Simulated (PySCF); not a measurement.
**I²⁺ (iodine, charge +2) across methods**

[Kr] 4d10 5s2 5p3, high-spin 4S determinant. Calculation: PySCF 2.14, in aug-cc-pV5Z-PP with ECP28MDF (8s8p6d4f3g2h, 139 functions); a scalar-relativistic core potential. The B2PLYP total includes its PT2 part (frozen core); its orbital energies are those of the SCF part.

| method | E (hartree) | mean ε 5s α (eV) | mean ε 5s β (eV) | mean ε 5p α (eV) | Σ⟨r²⟩ (bohr²) | ⟨S²⟩ |
| --- | --- | --- | --- | --- | --- | --- |
| r2SCAN | -294.7307 | -37.985 | -34.466 | -26.002 | 39.74 | 3.751 |
| B2PLYP | -294.3453 | -41.452 | -36.469 | -28.006 | 39.99 | 3.751 |
| B3LYP | -294.6982 | -38.770 | -35.709 | -26.446 | 39.88 | 3.751 |
| LDA | -294.1717 | -37.213 | -35.103 | -25.536 | 39.84 | 3.750 |
| PBE | -294.5980 | -37.035 | -34.551 | -25.470 | 39.84 | 3.751 |
| PBE0 | -294.6230 | -39.354 | -35.587 | -26.893 | 39.83 | 3.751 |
| UHF | -293.66308 | -45.286 | -37.236 | -30.313 | 40.20 | 3.752 |

(1) Estimate the same row for BHandHLYP.

Energies and moments cover only the electrons outside the core potential.

Results:

(1) E (hartree) = -294.5674; mean ε 5s α (eV) = -41.341; mean ε 5s β (eV) = -36.759; mean ε 5p α (eV) = -27.965; Σ⟨r²⟩ (bohr²) = 39.92; ⟨S²⟩ = 3.751.
